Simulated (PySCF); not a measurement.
## Two-component Hartree-Fock for Se³⁺ (selenium, charge +3)

Start: [Ar] 3d10 4s2 4p1; 4p1/2 filled at m_j = +1/2. Calculated with PySCF 2.14 in x2c-TZVPPall-2c (6s7p4d1f, 54 functions): generalised Hartree-Fock with the X2C-1e Hamiltonian and a Gaussian nucleus; one run each with spin-orbit coupling (SO) switched off, then screened by Boettger's factors.

```csv
spinor shell,electrons,"ε, spin-free (eV)","ε, screened SO (eV)",weight of nominal j (screened SO),"rms radius, screened SO (bohr)"
1s1/2,2,-12774.8,-12774.4,1.000,0.0508
2s1/2,2,-1733.2,-1733.0,1.000,0.212
2p1/2,2,-1523.8,-1552.4,1.000,0.187
3s1/2,2,-287.18,-287.06,1.000,0.612
3p1/2,2,-219.17,-223.54,1.000,0.628
3p3/2,4,-219.17,-216.93,1.000,0.639
3d3/2,4,-106.94,-107.46,0.998,0.689
3d5/2,6,-106.94,-106.42,0.999,0.691
4s1/2,2,-53.983,-53.929,0.998,1.78
4p1/2,1,-42.348,-42.701,0.988,2.01
```

Question: Where does 2p3/2 lie, and what is the 2p spin-orbit splitting (screened SO)?

Answer: At -1509.9 eV, 42.546 eV above 2p1/2.

| quantity | spin-free | screened SO |
| --- | --- | --- |
| E (hartree) | -2425.78851 | -2425.91663 |
| M_J | 1/2 | 1/2 |
| ⟨J²⟩ | 1.058 | 0.797 |
| ⟨L²⟩ | 2.031 | 2.032 |
| ⟨S²⟩ | 0.760 | 0.762 |

Each row is a mean over spinors that exchange with the open shell spreads, by up to 0.873 eV (3p1/2).

Without spin-orbit coupling the j labels of p, d and f shells carry no meaning; the spin-free column gives the mean over the occupied spinors of each nl shell, and its ⟨J²⟩ belongs to a mixture of degenerate components.
